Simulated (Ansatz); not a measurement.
input.yaml

```yaml
crystal:
  periodic: [false, false, false]
  atoms:
    - { symbol: "N", position_ang: [-0.8559, -1.3068, 1.0184] }
    - { symbol: B, position_ang: [0.033, -0.0722, 1.0801] }
    - { symbol: O, position_ang: [0.5401, 0.3566, 2.3568] }
    - { symbol: Ge, position_ang: [0.6176, 0.948, -0.601] }
    - { symbol: "N", position_ang: [-0.2899, 0.1592, -2.0933] }
    - { symbol: F, position_ang: [0.0375, 2.6278, -0.4487] }
    - { symbol: H, position_ang: [-0.4472, -1.9506, 0.356] }
    - { symbol: H, position_ang: [-1.7514, -0.9108, 0.5583] }
    - { symbol: H, position_ang: [1.4212, -0.1362, 2.5117] }
    - { symbol: H, position_ang: [2.0829, 0.8781, -0.7614] }
    - { symbol: H, position_ang: [-1.3285, 0.1802, -1.8624] }
    - { symbol: H, position_ang: [0.0176, -0.8286, -2.0805] }
basis:
  gaussian: { orbitals: def2-SVP }
hamiltonian:
  xc: lda
relax:
  f_tol: 0.015
  max_steps: 40
output:
  orbitals: {}
```

Command:

```bash
$ ansatz run input.yaml --threads 2 --pin off --max-ram 3072MiB --backend cpu --events-out ev --progress --plain --runs-dir out
```

Hardware: 2 threads of Arm Neoverse V1, with other jobs on the host.

Roughly how long does this run take, and how much memory?

48 s, with a peak of 0.18 GiB, for 20 ionic steps.
